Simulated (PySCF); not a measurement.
SbF5.
Bonds: Sb1–F2, Sb1–F3, Sb1–F4, Sb1–F5, Sb1–F6.

Computed by this run: PySCF 2.14.0, PBE0-D3(BJ)/def2-SVP geometry optimisation, gas phase, def2 core potentials past Kr; density fitting, grid level 1; the optimiser is geomeTRIC in internal coordinates, started from a GFN2-xTB structure with every atom displaced at random (about 0.03 Å).

Step 0: E = -20098.9449 eV
```
atom  x, y, z in Å  |  force x, y, z in eV/Å
Sb1     0.0601   -0.0722    0.0127   -0.178   3.182  -1.704
F2     -0.0397   -0.0071    1.8878    0.243  -0.131   0.379
F3     -0.0478    0.0109   -1.9198    0.398  -0.239   1.051
F4      2.0028   -0.0082    0.0058   -1.620  -0.182   0.025
F5     -0.9783    1.6274   -0.0350    1.306  -1.958   0.187
F6     -0.9339   -1.6468   -0.0207   -0.148  -0.672   0.062
```

**Question.** Estimate the geometry and energy of step 1. (The exact step hangs on the optimiser's Hessian estimate; all steps are aligned on step 0, rigid shifts and turns removed.)

**Answer.** E = -20099.1476 eV, largest force 1.750 eV/Å
```
atom  x, y, z in Å  |  force x, y, z in eV/Å
Sb1     0.0376   -0.0262   -0.0162   -0.795  -1.351   0.639
F2      0.0126    0.0014    1.8803    0.012  -0.091  -0.064
F3     -0.0218    0.0263   -1.8892    0.243  -0.203  -0.621
F4      1.8845    0.0075    0.0240    1.147  -0.043  -0.129
F5     -0.9120    1.5433   -0.0449   -0.846   1.524   0.148
F6     -0.9378   -1.6484   -0.0232    0.239   0.165   0.026
```

The energy changes by -0.2027 eV. The first-order estimate −F·Δx gives -0.6877 eV and the mean of the old and new forces, exact on a quadratic surface, -0.1418 eV. The step makes an angle of 40° with the force vector and moves no atom by more than 0.121 Å.

The cost below is that of the whole optimisation. On an Arm Neoverse V2 with one thread, shared host with 192 logical CPUs at a one-minute load of 67, this took 32 s wall and 0.38 GiB of memory at its peak.
